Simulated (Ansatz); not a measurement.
Cost and result for the atomization energy of GeH₆O₃Si, SMILES `O[SiH2][O][GeH2][OH]` (11 atoms, 10 bonds).

```xyz
11

O    -0.039    0.983    2.432
Si   -0.211   -0.354    1.495
O    -0.592    0.012   -0.049
Ge    0.343    0.397   -1.504
O     0.555   -1.091   -2.435
H    -0.827    1.487    2.641
H    -1.314   -1.206    2.007
H     1.106   -1.028    1.569
H     1.760    0.842   -1.134
H    -0.508    1.417   -2.272
H    -0.274   -1.458   -2.751
```

The species carries charge 0 and has multiplicity 1. Correlated methods include outer-core shells of Ge, which these sets cover unevenly. Scalar relativity is left out up to krypton. The geometry is a stationary point of PBE0-D4/def2-TZVP. It is one conformer, not always the lowest. Program: Ansatz. Hardware: A = 2 threads of an AMD EPYC 7R13 on a shared host; B = 2 threads of an AMD EPYC 7R13 on a shared host and a share of an NVIDIA H100 80 GB. Times are those of one run each, without the atoms' runs, and a repeat can differ threefold. Electronic energies, without spin–orbit coupling; frozen cores. CCSD(T)/CBS adds CCSD(T) − MP2 in def2-TZVPP to the MP2 limit, and its time is that of the two runs behind it. T1 = 0.012. With those shells the extrapolation isn't a true limit. B3LYP takes the VWN-RPA correlation (the form of Gaussian; ORCA's B3LYP/G).

CCSD(T)/CBS is a level of theory with its own doubt, some kJ/mol a heavy atom from the limit and from the frozen cores, so smaller differences don't rank the functionals.

```csv
level,functions,wall time
PBE-D4/def2-TZVPP (with forces) [A],267,4 s
PBE0-D4/def2-TZVPP [A],267,6 s
r2SCAN-D4/def2-TZVPP (with forces) [A],267,8 s
MP2/def2-QZVPP [B],510,8.5 s
B3LYP-D4/def2-TZVPP (with forces) [A],267,9 s
B2PLYP/def2-TZVPP [A],267,9.5 s
CCSD(T)/def2-TZVPP [B],267,12 s
ωB97X-V/def2-TZVPP [A],267,13 s
ωB97M-V/def2-TZVPP (with forces) [A],267,19 s
CCSD(T)/CBS(def2),–,20 s
```

What atomization energy does each give, and how far from CCSD(T)/CBS? (Best estimate.)

Ansatz gave: 
```json
{"level": "PBE-D4/def2-TZVPP (with forces) [A]", "atomization (kcal/mol)": "925.0", "difference from CCSD(T)/CBS": "-7.4", "per bond": "-0.7"}
{"level": "PBE0-D4/def2-TZVPP [A]", "atomization (kcal/mol)": "906.3", "difference from CCSD(T)/CBS": "-26.1", "per bond": "-2.6"}
{"level": "r2SCAN-D4/def2-TZVPP (with forces) [A]", "atomization (kcal/mol)": "923.9", "difference from CCSD(T)/CBS": "-8.5", "per bond": "-0.8"}
{"level": "MP2/def2-QZVPP [B]", "atomization (kcal/mol)": "940.7", "difference from CCSD(T)/CBS": "8.3", "per bond": "0.8"}
{"level": "B3LYP-D4/def2-TZVPP (with forces) [A]", "atomization (kcal/mol)": "916.7", "difference from CCSD(T)/CBS": "-15.7", "per bond": "-1.6"}
{"level": "B2PLYP/def2-TZVPP [A]", "atomization (kcal/mol)": "913.1", "difference from CCSD(T)/CBS": "-19.3", "per bond": "-1.9"}
{"level": "CCSD(T)/def2-TZVPP [B]", "atomization (kcal/mol)": "906.2", "difference from CCSD(T)/CBS": "-26.2", "per bond": "-2.6"}
{"level": "ωB97X-V/def2-TZVPP [A]", "atomization (kcal/mol)": "928.4", "difference from CCSD(T)/CBS": "-4.0", "per bond": "-0.4"}
{"level": "ωB97M-V/def2-TZVPP (with forces) [A]", "atomization (kcal/mol)": "923.6", "difference from CCSD(T)/CBS": "-8.8", "per bond": "-0.9"}
{"level": "CCSD(T)/CBS(def2)", "atomization (kcal/mol)": "932.4", "difference from CCSD(T)/CBS": "0.0", "per bond": "0.0"}
```

From PBE to PBE0 (25 % exact exchange), in def2-TZVPP and without D4, the atomization energy moves by −17.9 kcal/mol: exact exchange takes away binding that semilocal exchange gives to molecules. In def2-TZVPP, CCSD(T) changes the Hartree–Fock value by +253.1 kcal/mol (the triples alone add +13.7 kcal/mol) and MP2 by +271.8 kcal/mol; breaking electron pairs costs correlation energy, which Hartree–Fock lacks. The D4 term adds +8.5 kcal/mol with B3LYP and +4.5 kcal/mol with PBE0; it sums over pairs of atoms, weighted by their polarisabilities, and B3LYP, whose exchange is more repulsive, gets the larger term.
